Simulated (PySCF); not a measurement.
## Input and output

TlI3 (singlet). PySCF 2.14.0, RKS PBE0, Tl def2-SVP with ECP60, I def2-SVP with ECP28; non-relativistic Hamiltonian with scalar-relativistic core potentials where named; density fitting; no spin-orbit coupling. Purpose: singlet excitations, Tamm-Dancoff PBE0.

```python
mol = gto.M(atom='''
Tl     0.08980    -0.00000     0.00000
I     -1.28797     0.00000     2.39157
I     -1.28797    -0.00000    -2.39157
I      2.85183    -0.00000     0.00000''',
    basis={'Tl': 'def2-SVP', 'I': 'def2-SVP'},
    ecp={'Tl': 'def2-SVP', 'I': 'def2-SVP'},
    charge=0, spin=0)
mf = dft.RKS(mol, xc='PBE0')
mf.grids.atom_grid = (50, 194)
mf = mf.density_fit()  # fitting sets: Tl def2-universal-JKFIT, I def2-universal-JKFIT
mf.conv_tol = 1e-08; mf.max_cycle = 55
mf.kernel(dm0)  # dm0: converged density of the relaxed state
td = mf.TDA(); td.nstates = 8; td.kernel()
```

Run from Python with OMP_NUM_THREADS=2; the lines above give its settings. Where DIIS fails, smearing, a level shift and second-order steps follow.
It took 30 s on 2 threads of Arm Neoverse V1 (shared host), from an already converged density.

(1) Where do the frontier levels lie, over both spins?

(2) What are the Mulliken charges and spins?

(3) Which singlet excitations follow (Tamm-Dancoff, 8 states)?

The geometry was relaxed with PBE (Tl def2-SVP with ECP60, I def2-SVP with ECP28).

Results:

(1) HOMO -7.83 eV, LUMO -4.25 eV. 

(2) 
| atom | charge (e) | spin (e) |
| --- | --- | --- |
| Tl1 | 0.435 | 0.000 |
| I2 | -0.145 | 0.000 |
| I3 | -0.145 | 0.000 |
| I4 | -0.146 | 0.000 |

(3) 
| state | eV | oscillator strength |
| --- | --- | --- |
| 1 | 2.51 | 0.0000 |
| 2 | 2.63 | 0.0000 |
| 3 | 2.64 | 0.0000 |
| 4 | 2.72 | 0.0277 |
| 5 | 2.73 | 0.0280 |
| 6 | 3.03 | 0.0049 |
| 7 | 4.48 | 0.1099 |
| 8 | 4.48 | 0.1098 |
Functionals without range separation put charge-transfer states too low; the basis has no diffuse functions.
